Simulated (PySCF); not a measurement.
Curvature of the energy in the electron number along the 4p block, charge -1

Calculated with PySCF 2.14, in aug-pcseg-2, non-relativistic: one orbital is emptied in steps, and each cell gives the departure of E from the straight line at half an electron, in eV (from a cubic fit). The exact functional gives zero.

| species | orbital | LDA | PBE | r2SCAN | PBE0 | BHandHLYP | LC-wPBE |
| --- | --- | --- | --- | --- | --- | --- | --- |
| Ge⁻ | 4p alpha | -0.71 | -0.68 | -0.64 | -0.47 | -0.27 | 0.08 |
| As⁻ | 4p beta | -0.71 | -0.67 | -0.60 | -0.46 | -0.28 | 0.10 |
| Se⁻ | 4p beta | -0.85 | -0.80 | -0.73 | -0.54 | -0.31 | 0.08 |
| Br⁻ | 4p beta | -0.97 | -0.92 | -0.85 | -0.62 | -0.34 | 0.05 |

How does the mean departure depend on the functional?

LDA -0.81 eV; PBE -0.77 eV; r2SCAN -0.71 eV; PBE0 -0.52 eV; BHandHLYP -0.30 eV; LC-wPBE 0.08 eV. Semilocal functionals are convex (delocalisation error), and exact exchange removes curvature roughly in proportion to its share, so among the functionals the range-separated hybrids usually come closest to zero.

At the full anion the orbital energy is positive in some cells, where the basis helps to hold the electron.

No spin-orbit coupling is included.
